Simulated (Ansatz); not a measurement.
Ansatz (a program for electronic structure) input (MP2/LANL2DZ): The .json file is the Basis Set Exchange's LANL2DZ.

Ansatz 0.2 input:
```yaml
crystal:
  periodic: [false, false, false]
  atoms:
    - {symbol: Cs, position_ang: [-0.00000000, -0.00000000, -2.98396200]}
    - {symbol: Cs, position_ang: [0.00000000, 0.00000000, 2.98396200]}
basis:
  gaussian:
    orbitals: LANL2DZ.json
total_charge: 1
magnetization: {spin_polarized: true, initial_magnetization: 1}
correlation: {method: mp2, electrons: outside_noble_gas}
```

Output:

```
Functional definition: HF
integrals: 0.00 GiB planned
344 factors; integrals over basis functions are off by at most 1.2e-4 eV
mean field: 0.05 GiB planned
mean field evaluation 1: about -1063.9800 eV, gradient 8.5e-1 eV
mean field evaluation 2: about -1064.0105 eV, gradient 1.1e0 eV
mean field evaluation 4: about -1064.1385 eV, gradient 8.3e-2 eV
mean field evaluation 8: about -1064.1461 eV, gradient 4.4e-6 eV
mean field evaluation 16: about -1064.1458 eV, gradient 1.0e-1 eV
mean field -1064.14605152 eV, -39.1066460893 hartree, gradient 5.1e-6 eV, S^2 0.750142; 2 other end points of the search recorded, 0 dependent functions left out
8 core orbitals not correlated
reference -1064.14605152 eV, -39.1066460893 hartree; 1, 0 occupied and 15, 16 virtual orbitals, 344 factors
second order 0.00000000 eV of doubles, -0.00000000 eV of singles
Total energy: -1064.14605152 eV, -39.1066460893 hartree
```

The dipole moment of an ion depends on the origin.

The geometry given is a B3LYP-D3(BJ)/def2-TZVP minimum.
